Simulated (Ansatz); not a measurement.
Harmonic frequencies (cm⁻¹) at PBE0-D4/def2-TZVP from Ansatz: 94, 152, 172, 196, 305, 328, 413, 602, 655, 734, 961, 963, 1338, 1471, 1476, 1546, 3056, 3142, 3148, 3583, 3695.

Each molecule was computed in one conformer, which needn't be the lowest.

Problem. Which molecule is it?
A. `C[O][Sn][OH]`
B. `C[S][Sn][NH2]`
C. `C[S][Sn][OH]`
D. `[SiH3][O][Sn][Cl]`

Solution. B.
